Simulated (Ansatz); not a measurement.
Stepwise reaction of `Cl[SiH2]N[SiH2]Cl` with ammonia, as a gas-phase model of exchange steps in deposition or etching. ΔE in kJ/mol.

Calculated with Ansatz (gas phase, PBE0-D4/def2-TZVP geometries, no zero-point term in ΔE). CCSD(T)/CBS is the MP2 limit (def2-TZVPP, def2-QZVPP) plus CCSD(T) − MP2 in def2-TZVPP, frozen cores. This one scheme is used for every species. DFT in def2-TZVPP. B3LYP here is the variant with VWN-RPA as its local correlation; programs differ in this. Each species was taken in one conformer, which may not be the lowest.

| step | reaction | PBE-D4 | B3LYP-D4 | ωB97M-V | CCSD(T)/CBS |
| --- | --- | --- | --- | --- | --- |
| 2 | `N[SiH2]N[SiH2]Cl` + NH₃ → `N[SiH2]N[SiH2]N` + HCl | 55.6 | 52.3 | 52.4 | 51.6 |

Task: Give the row of step 1, `Cl[SiH2]N[SiH2]Cl` + NH₃ → `N[SiH2]N[SiH2]Cl` + HCl. (Estimate.)

Result: The calculation gave: 
```tsv
step	reaction	PBE-D4	B3LYP-D4	ωB97M-V	CCSD(T)/CBS
1	`Cl[SiH2]N[SiH2]Cl` + NH₃ → `N[SiH2]N[SiH2]Cl` + HCl	47.2	43.7	44.3	44.5
```

Task: By hand: ΔE of the 2 steps together at CCSD(T)/CBS.

Result: (44.5) + (51.6) = 96.1 kJ/mol, or 48.0 kJ/mol a step.

In ΔE each step is higher than the one before. All are uphill at CCSD(T)/CBS. PBE-D4 differs from CCSD(T)/CBS by 2.7 to 4.0 kJ/mol a step. Only this route is followed, and other bonds may react first. Isolated molecules leave out the surface, adducts and barriers. Largest T1 diagnostic: 0.010.
